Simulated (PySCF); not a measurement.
Species: [Y(CH3)3] (charge 0, multiplicity 1).

Question: What is the computed dipole moment, LUMO and HOMO (PBE-D3(BJ)/def2-TZVP // PBE-D3(BJ)/def2-SVP (PySCF))?

Answer: 
```
Item              Value
-------------  --------
dipole moment    4.41 D
LUMO           -2.38 eV
HOMO           -5.14 eV
```
